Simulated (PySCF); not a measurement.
**Two-component Hartree-Fock for Sm²⁷⁺ (samarium, charge +27)**

Start: [Ar] 3d10 4s2 4p5; 4p1/2 filled at m_j = -1/2, +1/2; 4p3/2 filled at m_j = -1/2, +1/2, +3/2. Calculated with PySCF 2.14 in an even-tempered Gaussian basis (17 s from 2.3 bohr⁻², ratio 2.8; 14 p from 2.9 bohr⁻², ratio 2.8; 8 d from 5.2 bohr⁻², ratio 2.8; 4 f from 16 bohr⁻², ratio 3): generalised Hartree-Fock with the X2C-1e Hamiltonian and a Gaussian nucleus; one run each with spin-orbit coupling (SO) switched off, then screened by Boettger's factors.

```json
{"spinor shell": "1s1/2", "electrons": "2", "ε, spin-free (eV)": "-47985.8", "ε, screened SO (eV)": "-47977.4", "weight of nominal j (screened SO)": "1.000", "rms radius, screened SO (bohr)": "0.0259"}
{"spinor shell": "2s1/2", "electrons": "2", "ε, spin-free (eV)": "-8722.3", "ε, screened SO (eV)": "-8719.3", "weight of nominal j (screened SO)": "1.000", "rms radius, screened SO (bohr)": "0.105"}
{"spinor shell": "2p1/2", "electrons": "2", "ε, spin-free (eV)": "-7874.8", "ε, screened SO (eV)": "-8299.1", "weight of nominal j (screened SO)": "1.000", "rms radius, screened SO (bohr)": "0.0899"}
{"spinor shell": "2p3/2", "electrons": "4", "ε, spin-free (eV)": "-7874.8", "ε, screened SO (eV)": "-7690.5", "weight of nominal j (screened SO)": "1.000", "rms radius, screened SO (bohr)": "0.0961"}
{"spinor shell": "3s1/2", "electrons": "2", "ε, spin-free (eV)": "-2636.3", "ε, screened SO (eV)": "-2635.0", "weight of nominal j (screened SO)": "1.000", "rms radius, screened SO (bohr)": "0.269"}
{"spinor shell": "3p1/2", "electrons": "2", "ε, spin-free (eV)": "-2364.7", "ε, screened SO (eV)": "-2454.6", "weight of nominal j (screened SO)": "1.000", "rms radius, screened SO (bohr)": "0.260"}
{"spinor shell": "3p3/2", "electrons": "4", "ε, spin-free (eV)": "-2364.7", "ε, screened SO (eV)": "-2324.6", "weight of nominal j (screened SO)": "1.000", "rms radius, screened SO (bohr)": "0.272"}
{"spinor shell": "3d3/2", "electrons": "4", "ε, spin-free (eV)": "-2001.5", "ε, screened SO (eV)": "-2017.5", "weight of nominal j (screened SO)": "1.000", "rms radius, screened SO (bohr)": "0.244"}
{"spinor shell": "3d5/2", "electrons": "6", "ε, spin-free (eV)": "-2001.5", "ε, screened SO (eV)": "-1989.4", "weight of nominal j (screened SO)": "1.000", "rms radius, screened SO (bohr)": "0.247"}
{"spinor shell": "4s1/2", "electrons": "2", "ε, spin-free (eV)": "-1128.7", "ε, screened SO (eV)": "-1128.2", "weight of nominal j (screened SO)": "1.000", "rms radius, screened SO (bohr)": "0.572"}
{"spinor shell": "4p1/2", "electrons": "2", "ε, spin-free (eV)": "-1026.3", "ε, screened SO (eV)": "-1051.6", "weight of nominal j (screened SO)": "0.997", "rms radius, screened SO (bohr)": "0.578"}
{"spinor shell": "4p3/2", "electrons": "3", "ε, spin-free (eV)": "-1026.3", "ε, screened SO (eV)": "-1014.8", "weight of nominal j (screened SO)": "0.998", "rms radius, screened SO (bohr)": "0.601"}
```

| quantity | spin-free | screened SO |
| --- | --- | --- |
| E (hartree) | -10066.07994 | -10072.47820 |
| M_J | 3/2 | 3/2 |
| ⟨J²⟩ | 3.752 | 3.752 |
| ⟨L²⟩ | 2.001 | 2.034 |
| ⟨S²⟩ | 0.750 | 0.784 |

Each row is a mean over spinors that exchange with the open shell spreads, by up to 9.861 eV (4s1/2).

Breit and QED terms are absent; they matter most for the inner s and p1/2 levels.

Densities and radii are taken from the X2C orbitals without a picture-change correction, which distorts them close to the nucleus.

Without spin-orbit coupling the j labels of p, d and f shells carry no meaning; the spin-free column gives the mean over the occupied spinors of each nl shell.
